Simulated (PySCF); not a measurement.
Worked example: dipole moment from atomic charges

B(H)(OMe)(SH) (CH5BOS), SMILES O(BS)C. Atoms are numbered in the order given.

```xyz
9

B     -0.9596     0.1136     0.0000
H     -2.1193     0.4354     0.0000
O     -0.6664    -1.2006     0.0000
C      0.6540    -1.7115     0.0000
H      1.2082    -1.3812    -0.8952
H      0.5982    -2.8090     0.0000
H      1.2082    -1.3812     0.8952
S      0.3613     1.3752     0.0000
H     -0.4707     2.4389     0.0000
```
Charge 0, spin multiplicity 1.

Geometry: B3LYP-D3(BJ)/def2-SVP. One conformer was computed; it need not be the lowest.

Charges (e) from PySCF with PBE/def2-TZVP:

```json
[
 {"atom": "B1", "IAO": "0.070", "Mulliken": "0.091"},
 {"atom": "H2", "IAO": "0.011", "Mulliken": "0.013"},
 {"atom": "O3", "IAO": "-0.329", "Mulliken": "-0.182"},
 {"atom": "C4", "IAO": "-0.226", "Mulliken": "-0.224"},
 {"atom": "H5", "IAO": "0.145", "Mulliken": "0.131"},
 {"atom": "H6", "IAO": "0.164", "Mulliken": "0.139"},
 {"atom": "H7", "IAO": "0.145", "Mulliken": "0.131"},
 {"atom": "S8", "IAO": "-0.098", "Mulliken": "-0.261"},
 {"atom": "H9", "IAO": "0.117", "Mulliken": "0.163"}
]
```

The dipole moment of the full density is 0.78 D.

Q: What dipole moment does each set of point charges give, and which comes closer to that of the density?

A: 
μ = Σ q r, and 1 e Å = 4.8032 D.
IAO: Σ q r = (0.339, 0.084, 0.000) e Å, |μ| = 1.68 D.
Mulliken: Σ q r = (0.089, -0.096, 0.000) e Å, |μ| = 0.63 D.
Mulliken comes closer in size. Point charges leave out the atoms' own dipoles (lone pairs, polarised bonds); fits to the potential absorb them, partitions of the density don't.
